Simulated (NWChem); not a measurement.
Molecule: C4H2BCl; SMILES C#CB(Cl)C#C

```xyz
8

B      0.0000     0.0000     0.0270
C      1.3270     0.0000     0.7664
C      2.3959     0.0000     1.3760
H      3.3389     0.0000     1.9075
C     -1.3270     0.0000     0.7664
C     -2.3959     0.0000     1.3760
H     -3.3389     0.0000     1.9075
Cl     0.0000     0.0000    -1.7446
```
Atoms are numbered in this order, from 1.

Results from NWChem. Geometry: optimised at PBE-D3(BJ)/def2-SVP. B3LYP is NWChem's, with the RPA form of VWN correlation.

For level B3LYP/def2-SVP:

* **highest occupied level (eV)**: -7.84
* **orbital gap (eV)**: 5.15
* **dipole (D)**: 1.58

Q: How do the values read with level B3LYP/STO-3G instead?

A: highest occupied level (eV): -6.24
orbital gap (eV): 5.69
dipole (D): 2.22
